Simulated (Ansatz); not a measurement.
Mulliken charges of `O[SiH2][SnH2][OH]` from ωB97M-V/def2-TZVPP in Ansatz (PBE0-D4/def2-TZVP geometry).

```
atom   x (Å)   y (Å)   z (Å)  charge (e)
  O1  -1.931   1.076   0.180      -0.371
 Si2  -0.302   1.287   0.373       0.266
 Sn3   0.965  -0.947   0.092       0.560
  O4   0.769  -1.559  -1.779      -0.541
  H5  -2.396   0.561   0.841       0.179
  H6   0.018   1.875   1.706      -0.042
  H7   0.105   2.236  -0.690      -0.012
  H8   2.659  -0.867   0.273      -0.087
  H9   0.333  -2.191   1.096      -0.112
 H10  -0.138  -1.523  -2.089       0.160
```

Q: By hand: the dipole of these point charges (1 e Å = 4.8032 D).

A: Σ q r = (0.039, 0.328, 0.653) e Å, of length 0.732 e Å = 3.52 D.

Q: How does the dipole of the full density compare? (An estimate is asked.)

A: The calculation gave: (-0.319, 0.117, 0.475) e Å, 2.81 D; the point charges give 1.25 times that, at 38° from its direction.

Point charges leave out the atoms' own dipoles, such as those of lone pairs, and Mulliken's split depends on the basis, so the two needn't agree.
